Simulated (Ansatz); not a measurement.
Start from `[CH3][GeH]([F])[SH]` and change one atom or group to get `N[CH2][GeH]([F])[SH]`.

Ansatz, PBE0-D4/def2-TZVP geometries, multiplicity 1. Each molecule was computed in one conformer, which needn't be the lowest.

Scalar relativity is left out up to krypton.

```tsv
property	`[CH3][GeH]([F])[SH]`
size of the dipole moment (PBE/def2-TZVPP) / D	2.53
LUMO energy (PBE/def2-TZVPP) / eV	-0.74
HOMO energy (PBE0/def2-TZVPP) / eV	-7.73
HOMO energy (PBE/def2-TZVPP) / eV	-6.46
HOMO energy (B3LYP/def2-TZVPP) / eV	-7.47
LUMO energy (ωB97M-V/def2-TZVPP) / eV	2.13
```

What does the change do to each property? (Estimate.)

The calculation gave: 
| property | `N[CH2][GeH]([F])[SH]` | shift |
| --- | --- | --- |
| size of the dipole moment (PBE/def2-TZVPP) / D | 3.30 | 0.77 |
| LUMO energy (PBE/def2-TZVPP) / eV | -0.68 | 0.06 |
| HOMO energy (PBE0/def2-TZVPP) / eV | -7.21 | 0.52 |
| HOMO energy (PBE/def2-TZVPP) / eV | -5.76 | 0.70 |
| HOMO energy (B3LYP/def2-TZVPP) / eV | -6.99 | 0.48 |
| LUMO energy (ωB97M-V/def2-TZVPP) / eV | 1.93 | -0.20 |

Dipoles are sizes alone; their direction can turn.

B3LYP here is the variant with VWN-RPA as its local correlation; programs differ in this.
